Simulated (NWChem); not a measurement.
All runs are NWChem calculations. System: C₄H₁₀S, charge 1, spin multiplicity 2, at the geometry of a parent with another charge or spin, in a state set for the comparison that need not be this species' ground state. Its SCF solution wasn't tested for a lower state. Level: UHF/def2-SVP.

NWChem printed:

```
             Northwest Computational Chemistry Package (NWChem) 7.3.0
             --------------------------------------------------------

                                NWChem Input Module
                                -------------------

 Scaling coordinates for geometry "geometry" by  1.889725989
 (inverse scale =  0.529177249)

                             Geometry "geometry" -> ""
                             -------------------------

 Output coordinates in angstroms (scale by  1.889725989 to convert to a.u.)

  No.       Tag          Charge          X              Y              Z
 ---- ---------------- ---------- -------------- -------------- --------------
    1 C                    6.0000     2.57774400    -0.06381200    -0.25228700
    2 C                    6.0000     1.12999500     0.30627700    -0.56096000
    3 S                   16.0000     0.04722000    -0.17381700     0.84052300
    4 C                    6.0000    -1.57575200     0.44652800     0.25881500
    5 C                    6.0000    -2.22770900    -0.37559000    -0.85007600
    6 H                    1.0000     2.93687100     0.45090600     0.65290300
    7 H                    1.0000     3.23467200     0.22085800    -1.08991200
    8 H                    1.0000     2.68628000    -1.14802800    -0.09026300
    9 H                    1.0000     1.03304800     1.39299900    -0.72404100
   10 H                    1.0000     0.79334200    -0.20159700    -1.47899200
   11 H                    1.0000    -1.45949800     1.50198500    -0.04047700
   12 H                    1.0000    -2.20496800     0.44303400     1.16330400
   13 H                    1.0000    -2.35534100    -1.42394700    -0.53913100
   14 H                    1.0000    -1.62469300    -0.36918200    -1.77191900
   15 H                    1.0000    -3.22090500     0.03363500    -1.10278400

 Effective nuclear repulsion energy (a.u.)     233.8734066823

            Nuclear Dipole moment (a.u.)
            ----------------------------
        X                 Y               Z
 ---------------- ---------------- ----------------
    -0.0000075589     0.0000170075     0.0000151178


 Summary of "ao basis" -> "" (spherical)
 ------------------------------------------------------------------------------
       Tag                 Description            Shells   Functions and Types
 ---------------- ------------------------------  ------  ---------------------
 *                          def2-svp                  on all atoms

 Summary of "ao basis" -> "ao basis" (spherical)
 ------------------------------------------------------------------------------
       Tag                 Description            Shells   Functions and Types
 ---------------- ------------------------------  ------  ---------------------
 C                          def2-svp                 6       14   3s2p1d
 S                          def2-svp                 8       18   4s3p1d
 H                          def2-svp                 3        5   2s1p

                                 NWChem SCF Module
                                 -----------------

  ao basis        = "ao basis"
  functions       =   124
  atoms           =    15
  alpha electrons =    25
  beta  electrons =    24
  charge          =   1.00
  wavefunction    = UHF
  use symmetry    = F
  symmetry adapt  = F

 Summary of "ao basis" -> "ao basis" (spherical)
 ------------------------------------------------------------------------------
       Tag                 Description            Shells   Functions and Types
 ---------------- ------------------------------  ------  ---------------------
 C                          def2-svp                 6       14   3s2p1d
 S                          def2-svp                 8       18   4s3p1d
 H                          def2-svp                 3        5   2s1p

 Forming initial guess at       0.1s

 Starting SCF solution at       0.1s

 ----------------------------------------------
         Quadratically convergent UHF

 Convergence threshold     :          1.000E-07
 Maximum no. of iterations :          100
 Integral*density screening:          1.000E-09
 ----------------------------------------------
[...]
  ----- ------------  ---------------      ----- ------------  ---------------
    39      0.263484   3 S  px               36      0.245373   3 S  px
    50     -0.236385   4 C  px               64      0.229709   5 C  px
   120     -0.218557  15 H  s                80      0.179085   7 H  s
     4      0.172075   1 C  px              105      0.166404  12 H  s
   115      0.152802  14 H  s                18     -0.151259   2 C  px

 Vector   24  Occ=1.000000D+00  E=-6.592401D-01
              MO Center= -6.7D-02, -2.6D-02,  2.1D-01, r^2= 4.5D+00
   Bfn.  Coefficient  Atom+Function         Bfn.  Coefficient  Atom+Function
  ----- ------------  ---------------      ----- ------------  ---------------
    41      0.343519   3 S  pz               38      0.284751   3 S  pz
    20     -0.209574   2 C  pz               40     -0.182664   3 S  py
    52     -0.173270   4 C  pz              100      0.158322  11 H  s
    35      0.154037   3 S  pz

 Vector   25  Occ=0.000000D+00  E=-2.185857D-01
              MO Center= -5.7D-04, -1.3D-01,  7.1D-01, r^2= 2.1D+00
   Bfn.  Coefficient  Atom+Function         Bfn.  Coefficient  Atom+Function
  ----- ------------  ---------------      ----- ------------  ---------------
    40      0.635386   3 S  py               37      0.327979   3 S  py
    41      0.319196   3 S  pz               63      0.234981   5 C  s
    34      0.202809   3 S  py               38      0.160741   3 S  pz

 Vector   26  Occ=0.000000D+00  E=-3.020708D-02
              MO Center=  1.9D-01,  3.8D-02,  3.9D-01, r^2= 4.8D+00
   Bfn.  Coefficient  Atom+Function         Bfn.  Coefficient  Atom+Function
  ----- ------------  ---------------      ----- ------------  ---------------
    17      1.307411   2 C  s                49     -1.239433   4 C  s
    39     -0.973042   3 S  px                3      0.515393   1 C  s
    91     -0.444877   9 H  s               101      0.436499  11 H  s
   106      0.428260  12 H  s                96     -0.422662  10 H  s
    41      0.383661   3 S  pz               21     -0.367996   2 C  px

 Vector   27  Occ=0.000000D+00  E= 2.055450D-03
              MO Center= -5.4D-01,  7.2D-01, -7.7D-01, r^2= 6.9D+00
   Bfn.  Coefficient  Atom+Function         Bfn.  Coefficient  Atom+Function
  ----- ------------  ---------------      ----- ------------  ---------------
    17      1.597329   2 C  s                49      1.524451   4 C  s
   101     -1.026687  11 H  s                91     -0.929018   9 H  s
    96     -0.918325  10 H  s                63      0.877505   5 C  s
   116     -0.593948  14 H  s               106     -0.556389  12 H  s
    32     -0.488366   3 S  s               121     -0.444411  15 H  s

 center of mass
 --------------
 x =   0.00374476 y =  -0.01865046 z =   0.10405649

 moments of inertia (a.u.)
 ------------------
         218.533517050733         -15.830141099874         -18.259840910405
         -15.830141099874        1018.462579559436          -0.085196224705
         -18.259840910405          -0.085196224705         903.129466157081

  Mulliken analysis of the total density
  --------------------------------------

    Atom       Charge   Shell Charges
 -----------   ------   -------------------------------------------------------
    1 C    6     6.06   1.99  0.85  0.25  2.04  0.89  0.04
    2 C    6     6.25   1.99  0.89  0.32  2.00  1.01  0.04
    3 S   16    15.58   2.00  1.99  1.28  0.59  5.94  1.71  1.97  0.10
    4 C    6     6.22   1.99  0.89  0.32  2.01  0.98  0.04
    5 C    6     6.07   1.99  0.85  0.26  2.04  0.90  0.04
    6 H    1     0.91   0.74  0.14  0.03
    7 H    1     0.89   0.73  0.13  0.03
    8 H    1     0.91   0.74  0.15  0.03
    9 H    1     0.85   0.72  0.10  0.02
   10 H    1     0.84   0.72  0.09  0.02
   11 H    1     0.85   0.73  0.10  0.02
   12 H    1     0.85   0.73  0.09  0.02
   13 H    1     0.91   0.74  0.14  0.03
   14 H    1     0.92   0.75  0.15  0.03
   15 H    1     0.88   0.73  0.12  0.03

  Mulliken analysis of the alpha density
  --------------------------------------

    Atom       Charge   Shell Charges
 -----------   ------   -------------------------------------------------------
    1 C    6     3.03   0.99  0.43  0.13  1.02  0.44  0.02
    2 C    6     3.08   0.99  0.44  0.15  0.98  0.48  0.02
    3 S   16     8.33   1.00  1.00  0.65  0.33  2.97  1.08  1.26  0.05
    4 C    6     3.06   0.99  0.44  0.15  0.99  0.47  0.02
    5 C    6     3.05   0.99  0.43  0.13  1.03  0.45  0.02
    6 H    1     0.46   0.37  0.07  0.01
    7 H    1     0.44   0.36  0.06  0.01
    8 H    1     0.46   0.37  0.07  0.01
    9 H    1     0.44   0.37  0.05  0.01
   10 H    1     0.44   0.37  0.05  0.01
   11 H    1     0.44   0.37  0.05  0.01
   12 H    1     0.42   0.37  0.05  0.01
   13 H    1     0.45   0.37  0.07  0.01
   14 H    1     0.46   0.37  0.07  0.01
   15 H    1     0.44   0.36  0.06  0.01

   Mulliken analysis of the beta density
   -------------------------------------

    Atom       Charge   Shell Charges
 -----------   ------   -------------------------------------------------------
    1 C    6     3.03   0.99  0.43  0.13  1.02  0.44  0.02
    2 C    6     3.18   0.99  0.45  0.17  1.02  0.53  0.02
    3 S   16     7.25   1.00  1.00  0.64  0.26  2.96  0.63  0.71  0.05
    4 C    6     3.16   0.99  0.45  0.17  1.02  0.51  0.02
    5 C    6     3.02   0.99  0.42  0.13  1.01  0.45  0.02
    6 H    1     0.46   0.37  0.07  0.01
    7 H    1     0.44   0.37  0.07  0.01
    8 H    1     0.46   0.37  0.07  0.01
    9 H    1     0.41   0.35  0.05  0.01
   10 H    1     0.41   0.35  0.04  0.01
   11 H    1     0.42   0.36  0.05  0.01
   12 H    1     0.42   0.36  0.05  0.01
   13 H    1     0.45   0.37  0.07  0.01
   14 H    1     0.46   0.37  0.08  0.01
   15 H    1     0.44   0.36  0.06  0.01

   Mulliken analysis of the spin density
   -------------------------------------

    Atom       Charge   Shell Charges
 -----------   ------   -------------------------------------------------------
    1 C    6     0.00   0.00  0.00  0.00  0.00  0.00 -0.00
    2 C    6    -0.10  -0.00 -0.01 -0.01 -0.03 -0.05  0.00
    3 S   16     1.08   0.00  0.00  0.01  0.06  0.01  0.45  0.55 -0.00
    4 C    6    -0.10  -0.00 -0.01 -0.01 -0.03 -0.05  0.00
    5 C    6     0.03   0.00  0.01 -0.00  0.02  0.00  0.00
    6 H    1    -0.00  -0.00  0.00 -0.00
    7 H    1    -0.00  -0.00 -0.00  0.00
    8 H    1    -0.00  -0.00  0.00 -0.00
    9 H    1     0.03   0.02  0.01 -0.00
   10 H    1     0.03   0.02  0.01 -0.00
   11 H    1     0.02   0.02  0.00 -0.00
   12 H    1     0.00   0.00  0.00 -0.00
   13 H    1    -0.00  -0.00  0.00  0.00
   14 H    1    -0.00  -0.00 -0.00  0.00
   15 H    1     0.00   0.00  0.00  0.00

       Multipole analysis of the density wrt the origin
       ------------------------------------------------

     L   x y z        total         alpha         beta         nuclear
     -   - - -        -----         -----         ----         -------
     0   0 0 0      1.000000    -25.000000    -24.000000     50.000000

     1   1 0 0     -0.233716     -0.132027     -0.101681     -0.000008
     1   0 1 0      0.312760      0.297442      0.015301      0.000017
     1   0 0 1     -0.049894     -0.760901      0.710991      0.000015

     2   2 0 0    -17.698000   -269.712990   -268.625415    520.640404
     2   1 1 0     -0.038782     -4.932230     -4.630479      9.523927
     2   1 0 1     -0.903310     -6.472830     -6.100588     11.670108
     2   0 2 0    -26.389087    -34.650042    -32.027199     40.288154
     2   0 1 1      0.220546     -1.094246     -0.911772      2.226563
     2   0 0 2    -25.783167    -65.972675    -62.109682    102.299191

 Task  times  cpu:       10.7s     wall:       10.7s

 Total times  cpu:       10.7s     wall:       10.7s
```

**Question.** Write an NWChem input that would produce this output.

**Answer.** Several could match; the one computed here: 
```
start mol
memory heap 200 mb stack 900 mb global 1100 mb
charge 1
geometry units angstroms nocenter noautoz noautosym
  C      2.577744    -0.063812    -0.252287
  C      1.129995     0.306277    -0.560960
  S      0.047220    -0.173817     0.840523
  C     -1.575752     0.446528     0.258815
  C     -2.227709    -0.375590    -0.850076
  H      2.936871     0.450906     0.652903
  H      3.234672     0.220858    -1.089912
  H      2.686280    -1.148028    -0.090263
  H      1.033048     1.392999    -0.724041
  H      0.793342    -0.201597    -1.478992
  H     -1.459498     1.501985    -0.040477
  H     -2.204968     0.443034     1.163304
  H     -2.355341    -1.423947    -0.539131
  H     -1.624693    -0.369182    -1.771919
  H     -3.220905     0.033635    -1.102784
end
basis spherical
  * library def2-svp
end
scf
  uhf
  nopen 1
  maxiter 100
  thresh 1e-7
  semidirect memsize 60000000 filesize 0
  # guess.movecs holds the orbitals of an unrestricted PBE0 run
  vectors input guess.movecs output mol.movecs
end
task scf energy
```
